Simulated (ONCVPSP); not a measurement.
## How hard is this B ONCV potential?

ONCVPSP 4.0.1 input, shortened (lines: element, Z, core and valence counts, functional; n l f; lmax; l rc ep ncon nbas qcut; lloc lpopt rc5 dvloc0; l nproj debl; icmod fcfact rcfact), PBE, scalar-relativistic:

```
  B 5.00    1    2        4      upf
    1    0    2.00
    2    0    2.00
    2    1    1.00
    2
    0    1.70    0.00    4    7    4.60
    1    2.70    0.00    5   10    4.20
    2    2.55    0.29    4    7    3.30
    4    5    1.05    0.00
    0    2    3.80
    1    2    3.00
    2    3    2.80
    0    0.00    0.00
```

For each optimised wave give the share of its norm inside rc, the residual kinetic energy above qcut (Ha) and the cutoffs (Ha) for errors of 10, 1, 0.1 and 0.01 mHa per electron.

```csv
wave,norm inside rc,residual KE,10 mHa,1 mHa,0.1 mHa,0.01 mHa
2s,0.449,3.1e-04,4.9,8.8,20.2,40.5
s projector 2,0.092,4.4e-03,9.4,19.5,49.6,59.2
2p,0.699,7.1e-05,4.9,6.9,9.0,36.4
p projector 2,0.233,1.3e-02,9.4,45.5,57.3,63.2
d projector 1,0.148,1.2e-04,1.6,3.6,5.7,20.3
d projector 2,0.186,5.7e-02,7.2,17.8,32.8,37.4
d projector 3,0.164,1.7e+00,10.4,16.0,28.8,35.8
```

The occupied waves need 8.8 Ha and 20 Ha for 1 and 0.1 mHa. The cutoffs count occupied waves only; projector 2 of the p channel, the hardest unoccupied one, needs 45 Ha at the loose tolerance.
